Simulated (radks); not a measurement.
Values are calculated unless marked as measured or tabulated.
Spherical quantum dot in the effective-mass picture: electrons in a parabolic well V = omega^2 r^2 / 2 with omega = 0.0904, all in effective atomic units (hartree* = m*/eps^2 hartree, bohr* = eps/m* bohr), one dielectric constant everywhere. Level of theory: non-relativistic Kohn-Sham, PBEsol, spin-polarised, spherical densities (a radial shooting solver with Libxc functionals). Levels are named by radial order and angular momentum (1s, 1p, 1d, 2s, ...), and open shells are averaged over m. Results are scaled to m* = 0.13 and eps = 13.1, for which hartree* = 20.61 meV and bohr* = 5.332 nm.

N = 5, configuration 1s2 1p(up 3, down 0). This is the lowest configuration that the search found (a dilute case). Occupied levels:

level    occupation  eigenvalue (meV)  <r> (nm)
1s up             1            15.802     31.19
1s down           1            16.257     28.85
1p up             3            16.580     35.93

Energy (meV): total 48.6931, kinetic 5.5477, external 18.395, Hartree 36.692, exchange-correlation -11.941.

Electron density:

r (nm)  n(r) (e/nm^3)
3.18       0.00001353
8.49       0.00001442
13.8       0.00001578
19.1       0.00001697
24.4       0.00001705
29.7       0.00001528
35.1       0.00001177
40.4        7.521e-06
45.7        3.818e-06
51.0        1.507e-06
56.3        4.846e-07
61.6        1.283e-07
66.9        2.813e-08
